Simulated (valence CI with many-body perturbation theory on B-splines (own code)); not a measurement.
**Pm47+: calculated level list**

Computed by valence CI with perturbative core correlation (CI+MBPT): four valence electrons over a frozen Dirac-Fock core [Ne], radial functions for each j: 11 s, 11 p, 10 d, 8 f, 5 g, 2 h, with the one-electron correlation potential Σ1 (screened to all orders), the two-electron term Σ2, the three-electron term Σ3, Breit, model QED; selected single and double excitations, second order for the rest, scaled by the run's own slope (own B-spline code, finite nucleus).

The last digits are not significant, and no measured levels were compared; by estimate large intervals hold to a few tenths of a per cent, small ones and those within an open d or f shell to about a per cent. Among the levels kept, up to 550 cm⁻¹ of a level comes from second order outside the variational space, and about a tenth of that is noise between levels of different J, which matters for small intervals.

Levels 91 to 135 of 173, with energies above the lowest level, (3s^2 3p1/2^2) J=0. "Leading %" is the weight of the configuration and term that name the level; weights of strongly mixed levels are sums over their largest components and can fall short. In the jj column 3d3/2^4 stands for four electrons in 3d with j = 3/2.

```
No.  Configuration  Term  J  E (eV)  Leading %    Second component                   Leading jj
 91      3s 3p2 3d    3D  2  760.34         49   11 % 3s 3p2 3d 1D      3s 3p3/2^2 3d3/2 (82 %)
 92      3s 3p2 3d    3F  3  760.58         34   29 % 3s 3p2 3d 1F      3s 3p3/2^2 3d3/2 (66 %)
 93      3s 3p2 3d    3D  1  764.58         53   16 % 3s 3p2 3d 3S      3s 3p3/2^2 3d3/2 (62 %)
 94      3s 3p 3d2   5D°  0  767.39         66  25 % 3s 3p 3d2 3P°      3s 3p1/2 3d3/2^2 (78 %)
 95         3p3 3d   3D°  3  767.47         16     11 % 3p3 3d 1F°   3p1/2^2 3p3/2 3d5/2 (58 %)
 96      3s 3p2 3d    3D  3  768.66         44   27 % 3s 3p2 3d 1F      3s 3p3/2^2 3d5/2 (70 %)
 97      3s 3p2 3d    3P  1  768.98         33   29 % 3s 3p2 3d 1P      3s 3p3/2^2 3d5/2 (55 %)
 98      3s 3p2 3d    3F  2  770.08         27   22 % 3s 3p2 3d 3D      3s 3p3/2^2 3d3/2 (81 %)
 99      3s 3p 3d2   5F°  1  770.98         53  31 % 3s 3p 3d2 3D°      3s 3p1/2 3d3/2^2 (83 %)
100      3s 3p2 3d    1S  0  773.97         32   26 % 3s 3p2 3d 3P      3s 3p3/2^2 3d5/2 (37 %)
101      3s 3p 3d2   5F°  2  774.17         37  24 % 3s 3p 3d2 3D°      3s 3p1/2 3d3/2^2 (57 %)
102      3s 3p 3d2   5D°  1  774.89         53  24 % 3s 3p 3d2 3P°      3s 3p1/2 3d3/2^2 (70 %)
103      3s 3p 3d2   5P°  1  777.86         18  14 % 3s 3p 3d2 3S°   3p1/2^2 3p3/2 3d5/2 (44 %)
104      3s 3p 3d2   5G°  3  778.09         21  14 % 3s 3p 3d2 5F°  3s 3p1/2 3d3/2 3d5/2 (68 %)
105      3s 3p 3d2   5G°  4  778.83         52  14 % 3s 3p 3d2 5F°  3s 3p1/2 3d3/2 3d5/2 (92 %)
106      3s 3p2 3d    3D  3  780.57         79    5 % 3s 3p2 3d 1F      3s 3p3/2^2 3d5/2 (94 %)
107      3s 3p2 3d    3F  4  782.50         61   21 % 3s 3p2 3d 1G      3s 3p3/2^2 3d5/2 (94 %)
108      3s 3p 3d2   5D°  2  783.49         30  14 % 3s 3p 3d2 5P°  3s 3p1/2 3d3/2 3d5/2 (64 %)
109      3s 3p 3d2   5P°  1  786.83         33  17 % 3s 3p 3d2 5D°  3s 3p1/2 3d3/2 3d5/2 (58 %)
110      3s 3p2 3d    1D  2  788.35         47   25 % 3s 3p2 3d 3D      3s 3p3/2^2 3d5/2 (79 %)
111      3s 3p2 3d    1D  2  792.97         39   14 % 3s 3p2 3d 3D      3s 3p3/2^2 3d5/2 (89 %)
112      3s 3p 3d2   3G°  5  794.46         36  22 % 3s 3p 3d2 3H°  3s 3p1/2 3d3/2 3d5/2 (88 %)
113      3s 3p2 3d    3D  3  794.48         46   28 % 3s 3p2 3d 1F      3s 3p3/2^2 3d5/2 (87 %)
114      3s 3p 3d2   3G°  3  795.40         43  11 % 3s 3p 3d2 3F°  3s 3p1/2 3d3/2 3d5/2 (87 %)
115      3s 3p 3d2   3H°  4  796.97         45  18 % 3s 3p 3d2 3G°  3s 3p1/2 3d3/2 3d5/2 (91 %)
116      3s 3p 3d2   3F°  2  798.85         23  10 % 3s 3p 3d2 5D°  3s 3p1/2 3d3/2 3d5/2 (79 %)
117      3s 3p2 3d    3P  1  803.62         40   36 % 3s 3p2 3d 1P      3s 3p3/2^2 3d5/2 (89 %)
118      3s 3p 3d2   3D°  1  804.01         51     10 % 3p3 3d 5D°  3s 3p1/2 3d3/2 3d5/2 (67 %)
119      3s 3p 3d2   3P°  0  804.87         33  30 % 3s 3p 3d2 1S°  3s 3p1/2 3d3/2 3d5/2 (71 %)
120      3s 3p 3d2   5D°  3  807.59         33  21 % 3s 3p 3d2 3D°  3s 3p1/2 3d3/2 3d5/2 (86 %)
121      3s 3p 3d2   5D°  4  810.05         46  19 % 3s 3p 3d2 3F°  3s 3p1/2 3d3/2 3d5/2 (62 %)
122      3s 3p 3d2   5D°  2  812.96         25  16 % 3s 3p 3d2 5S°  3s 3p1/2 3d3/2 3d5/2 (90 %)
123      3s 3p2 3d    1D  2  814.72         45   22 % 3s 3p2 3d 3P      3s 3p3/2^2 3d5/2 (88 %)
124      3s 3p 3d2   3F°  2  820.55         24  15 % 3s 3p 3d2 3D°  3s 3p1/2 3d3/2 3d5/2 (74 %)
125      3s 3p 3d2   3G°  3  821.88         36  15 % 3s 3p 3d2 3F°  3s 3p1/2 3d3/2 3d5/2 (86 %)
126      3s 3p 3d2   3F°  4  824.54         41  19 % 3s 3p 3d2 3G°      3s 3p1/2 3d5/2^2 (65 %)
127      3s 3p 3d2   3D°  1  825.54         36  10 % 3s 3p 3d2 1P°  3s 3p1/2 3d3/2 3d5/2 (74 %)
128      3s 3p 3d2   5G°  5  831.13         26  22 % 3s 3p 3d2 3H°      3s 3p1/2 3d5/2^2 (84 %)
129      3s 3p 3d2   3D°  2  831.35         24  18 % 3s 3p 3d2 3P°      3s 3p1/2 3d5/2^2 (89 %)
130      3s 3p 3d2   3F°  3  840.85         28  18 % 3s 3p 3d2 5D°      3s 3p1/2 3d5/2^2 (90 %)
131      3s 3p 3d2   3G°  4  841.72         25  20 % 3s 3p 3d2 3H°      3s 3p1/2 3d5/2^2 (78 %)
132      3s 3p 3d2   3D°  3  843.82         14     14 % 3p3 3d 5D°      3s 3p1/2 3d5/2^2 (68 %)
133      3s 3p 3d2   3D°  2  847.78         29  18 % 3s 3p 3d2 3F°      3s 3p1/2 3d5/2^2 (74 %)
134      3s 3p 3d2   3P°  1  851.53         18  18 % 3s 3p 3d2 3S°      3s 3p1/2 3d5/2^2 (76 %)
135      3s 3p 3d2   3P°  0  851.76         70  12 % 3s 3p 3d2 5D°      3s 3p1/2 3d5/2^2 (81 %)
```
